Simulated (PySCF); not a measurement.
Polarisability and C₆ of Si⁺ (silicon, charge +1)

[Ne] 3s2 3p1, 2P determinant. Computed with PySCF 2.14 in aug-cc-pV(5+d)Z (8s7p6d4f3g2h, 136 functions), with no relativity, point nucleus. Coupled (time-dependent) response in atomic units; α is the mean over directions.

```tsv
method	mean α (bohr³)	α xx, yy, zz	C₆ (like pair)	S(−4)
CAM-B3LYP	18.85	18.29, 19.98, 18.29	99.04	145.4
```

S(−4) is the Cauchy moment in α(ω) = α(0) + S(−4) ω² + …

α(iu) at CAM-B3LYP:

```
u (hartree)  α(iu) (bohr³)
          0          18.85
     0.0500          18.50
      0.100          17.51
      0.200          14.47
      0.300          11.27
      0.500          6.698
      0.750          3.822
       1.00          2.443
       1.50          1.269
       2.00         0.8026
       3.00         0.4342
       5.00         0.2089
```

A single London oscillator, α(iu) = α/(1 + u²/ω²), gives C₆ = (3/4) ω α². Matching the computed C₆ needs ω = 4 × 99.04 / (3 × 18.85²) = 0.372 hartree.

For an ion, C₆ is the dispersion term alone; charge-induced terms of lower order in 1/R come first.

The components differ because the open shell of this determinant is not spherical; for a pure term their mean is the scalar polarisability.
